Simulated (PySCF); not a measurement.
Broadened absorption spectrum of C3H8AsB

Compound: C3H8AsB.
InChI=1S/C3H8AsB/c1-2-3-4-5/h2,4H,1,3,5H2

Computed, not measured: PySCF 2.14.0, density-fitted response routines, TDDFT PBE0/def2-SVPD, vertical, gas phase, core orbitals frozen in the response. One conformer (not necessarily the lowest) at the PBE0-D3(BJ)/def2-SVP geometry, without solvent, vibrations or thermal averaging. The PBE0/def2-SVPD calculation is non-relativistic and has no spin–orbit coupling, an omission that weighs most on arsenic. Torsions of this conformer, `[BH2:1][AsH:2][CH2:3][CH:4]=[CH2:5]`: B1–As2–C3–C4 177°, As2–C3–C4–C5 -113°.

Broadening: Gaussians 0.5 eV wide at half height, area fixed by f = 4.319×10⁻⁹ ∫ε dν̃. The width is an assumption, not a result. The curve ends short of the highest state used, and states not computed would add to its high-energy end.

E (eV), ε (L mol⁻¹ cm⁻¹) and a bar:
```
     3.38          7 
     3.44         19 
     3.50         46 
     3.56        103 
     3.62        211 
     3.68        402 #
     3.74        705 #
     3.80       1143 ##
     3.86       1715 ###
     3.92       2384 ####
     3.97       2962 #####
     4.03       3602 ######
     4.09       4103 #######
     4.15       4417 #######
     4.21       4552 #######
     4.27       4562 ########
     4.33       4515 #######
     4.39       4452 #######
     4.45       4367 #######
     4.51       4214 #######
     4.57       3936 ######
     4.63       3506 ######
     4.69       2943 #####
     4.75       2309 ####
     4.80       1786 ###
     4.86       1224 ##
     4.92        777 #
     4.98        457 #
     5.04        250 
     5.10        130 
     5.16         72 
     5.22         57 
     5.28         76 
     5.34        130 
     5.40        227 
     5.46        375 #
     5.52        581 #
     5.58        844 #
     5.64       1157 ##
     5.69       1443 ##
     5.75       1804 ###
     5.81       2171 ####
     5.87       2538 ####
     5.93       2901 #####
     5.99       3257 #####
     6.05       3598 ######
     6.11       3916 ######
     6.17       4221 #######
     6.23       4565 ########
     6.29       5053 ########
     6.35       5840 ##########
     6.41       7101 ############
     6.47       8996 ###############
     6.52      11131 ##################
     6.58      14365 ########################
     6.64      18212 ##############################
```

Q: Where are the band maxima, and which computed states make them?

A: 292 nm (4.25 eV), ε about 4600, made up of S1 (73%) and S2 (27%) (ε in L mol⁻¹ cm⁻¹; maxima over ε = 5, shares over 10%). At its high-energy end, 6.64 eV, the curve is still rising (ε about 18000, from S7, S8 and S9). The states used: S1 4.13 eV (f 0.071); S2 4.55 eV (f 0.065); S3 5.73 eV (f 0.0049); S4 5.83 eV (f 0.020); S5 6.04 eV (f 0.013); S6 6.22 eV (f 0.051); S7 6.61 eV (f 0.057); S8 6.73 eV (f 0.121); S9 6.96 eV (f 0.495); S10 7.24 eV (f 0.022).

Q: On this curve, what absorbance would a 10⁻³ mol/L sample give at 254 nm over a 1 cm path?

A: 254 nm is 4.881 eV, where ε is about 1100 L mol⁻¹ cm⁻¹, so A = ε c l ≈ 1.1 (Beer–Lambert, with the gas-phase spectrum and the assumed width).

Q: Coming from long wavelengths, where does ε first pass 100 L mol⁻¹ cm⁻¹?

A: At about 348 nm (3.56 eV), 0.57 eV below S1.

Q: What would ε be at 4.25 eV, the highest of these maxima, with half the width (0.25 eV)?

A: About 4250 L mol⁻¹ cm⁻¹ against 4570, a factor of about 0.9; a lone state at its own centre would give exactly 2.

The vertical ionisation energy (ΔSCF) is 9.31 eV, 2.06 eV above S10.

The run took 1.9 min wall on one thread of an Arm Neoverse V1, on a shared host, and the process peaked at 0.87 GiB of memory.
